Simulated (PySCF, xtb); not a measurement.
Zn(Br)(SeH) (BrHSeZn), SMILES [SeH][Zn][Br].

GFN2-xTB in xtb at its own geometry gives an orbital gap of 3.16 eV and a dipole moment of 4.31 D.

Coordinates come from a B3LYP-D3(BJ)/def2-SVP optimisation. The structure was generated by enumeration; whether it is a known compound was not checked. One conformer was computed; it need not be the lowest.

What does PBE/def2-TZVPD (PySCF) give? (An estimate is asked for; the answer gives what the named calculation found.)

gap 3.81 eV (levels -6.26 and -2.45 eV), dipole 1.13 D.
